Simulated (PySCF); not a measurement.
## A single-point calculation

[WO3(OH)]− (singlet). PySCF 2.14.0, RKS PBE0, W def2-SVP with ECP60, O def2-SVP, H def2-SVP; non-relativistic Hamiltonian with scalar-relativistic core potentials where named; density fitting; no spin-orbit coupling. Purpose: singlet excitations, Tamm-Dancoff PBE0.

```python
mol = gto.M(atom='''
W      0.00000    -0.02204    -0.04426
O      1.43803     0.02026    -1.07522
O      0.00000     1.35578     1.06429
O     -1.43803     0.02026    -1.07522
O      0.00000    -1.68521     1.00674
H      0.00000    -2.49428     0.46517''',
    basis={'W': 'def2-SVP', 'O': 'def2-SVP', 'H': 'def2-SVP'},
    ecp={'W': 'def2-SVP'},
    charge=-1, spin=0)
mf = dft.RKS(mol, xc='PBE0')
mf.grids.atom_grid = (50, 194)
mf = mf.density_fit()  # fitting sets: W def2-universal-JKFIT, O def2-universal-JKFIT, H def2-universal-JKFIT
mf.conv_tol = 1e-08; mf.max_cycle = 55
mf.kernel(dm0)  # dm0: converged density of the relaxed state
td = mf.TDA(); td.nstates = 8; td.kernel()
```

Run from Python with OMP_NUM_THREADS=2; the lines above give its settings. Where DIIS fails, smearing, a level shift and second-order steps follow.
It took 21 s on 2 threads of Arm Neoverse V1 (shared host), from an already converged density.

(1) Where do the frontier levels lie, over both spins?

(2) What does the SCF print?

(3) What are the Mulliken charges and spins?

(4) Which singlet excitations follow (Tamm-Dancoff, 8 states)?

The geometry was relaxed with TPSS (W def2-SVP with ECP60, O def2-SVP, H def2-SVP).

## Answers

(1) HOMO -2.75 eV, LUMO 4.24 eV. 

(2) 
```
init E= -368.280920733136
cycle= 1 E= -368.282792466935  delta_E= -0.00187  |g|= 0.089  |ddm|= 0.182
cycle= 2 E= -368.272774042718  delta_E= 0.01  |g|= 0.24  |ddm|= 0.256
cycle= 3 E= -368.284402219442  delta_E= -0.0116  |g|= 0.0227  |ddm|= 0.178
cycle= 4 E= -368.284499151787  delta_E= -9.69e-05  |g|= 0.00565  |ddm|= 0.021
...
cycle= 7 E= -368.284505329878  delta_E= -7.07e-09  |g|= 0.000175  |ddm|= 0.000275
cycle= 8 E= -368.284505335469  delta_E= -5.59e-09  |g|= 6.07e-05  |ddm|= 0.000159
Extra cycle  E= -368.284505330237  delta_E= 5.23e-09  |g|= 0.000171  |ddm|= 0.000162
converged SCF energy = -368.284505330237
```

(3) 
```
atom  charge (e)  spin (e)
  W1       0.916     0.000
  O2      -0.530     0.000
  O3      -0.524     0.000
  O4      -0.530     0.000
  O5      -0.530     0.000
  H6       0.199     0.000
```

(4) 
```json
{"state": "1", "eV": "5.33", "oscillator strength": "0.0004"}
{"state": "2", "eV": "5.49", "oscillator strength": "0.0003"}
{"state": "3", "eV": "5.74", "oscillator strength": "0.0034"}
{"state": "4", "eV": "5.75", "oscillator strength": "0.0058"}
{"state": "5", "eV": "5.76", "oscillator strength": "0.0012"}
{"state": "6", "eV": "5.97", "oscillator strength": "0.0033"}
{"state": "7", "eV": "6.00", "oscillator strength": "0.0029"}
{"state": "8", "eV": "6.03", "oscillator strength": "0.0157"}
```
For an anion in a basis without diffuse functions, states above the detachment energy aren't bound: they are resonances at best, or continuum confined by the basis.
Functionals without range separation put charge-transfer states too low; the basis has no diffuse functions.
